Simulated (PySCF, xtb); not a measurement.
In(H)(Br)(vinyl) (C2H4BrIn), SMILES C=[CH][InH][Br]. Other conformers were not sampled.

Harmonic wavenumbers (cm⁻¹) from GFN2-xTB in xtb at its own minimum, in rising order: 44, 61, 189, 239, 296, 412, 420, 468, 901, 947, 1000, 1164, 1376, 1415, 1642, 2961, 3016, 3038.

Question: What does PBE-D3(BJ)/def2-SVP (PySCF 2.14.0) give at its own minimum? (The exact figures need the calculation; the answer reports its results.)

Answer: 58, 61, 221, 255, 343, 431, 454, 520, 944, 955, 1004, 1192, 1366, 1597, 1752, 3033, 3087, 3123. Paired by order, the mean absolute difference is 46 cm⁻¹ and the zero-point energies are 28.0 and 29.2 kcal/mol.
